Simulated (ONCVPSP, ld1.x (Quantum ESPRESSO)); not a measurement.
# Potentials for Al compared

Generated with ld1.x 7.5 (TM, RRKJ, ultrasoft, PAW), atompaw 4.2 or ONCVPSP 4.0.1. The cutoff is in Ry: for ld1.x and atompaw files where the sum of valence levels is converged to 10 mRy in a Bessel basis, for ONCV files where the hardest occupied wave has 1 mHa per electron of residual kinetic energy. The error is the largest all-electron minus pseudo excitation energy over each file’s own four to seven test configurations (ionisations up to +4, promotions, holes and added fractions of an electron), all of which were solved. The labels leave out finer settings (local radius, basis sizes, second energies), which also bear on the numbers. Spin-polarised tests are not counted. The rows are a selection from randomly drawn settings: files with unsolved tests, undetermined cutoffs or missed reference levels are left out.

```tsv
potential	cutoff (Ry)	largest error (meV)	bound ghosts
ONCV, Wu-Cohen, scalar-relativistic, rc 1.20/0.95 (sp), local smoothed, core correction no, reference 2s2 2p6 3s2, qcut 12.8/11.5, projectors 2/2	125	-5.8	none
PAW, Wu–Cohen, scalar-relativistic, rc 2.20/2.40/2.65 (spd), local smoothed, core correction yes, reference 3s1.75 3p1.25	6	-21	none
RRKJ, Wu–Cohen, scalar-relativistic, rc 1.45/2.60 (sp), local s, core correction yes, reference 3s2 3p0	35	-40	none
TM, PBE, non-relativistic, rc 1.60/2.50/2.70 (spd), local s, core correction no, reference 3s1.5 3p1.5	10	+25	none
```

Task: Fill in the row for Al: ONCV, PBEsol, scalar-relativistic, rc 0.90/1.05/1.00 (spd), local smoothed, core correction yes, reference 2s2 2p6 3s2 3p0.5, qcut 17/10.7/9.5, projectors 2/2/2.

Result: cutoff 155 Ry, largest error -0.6 meV, bound ghosts: none.
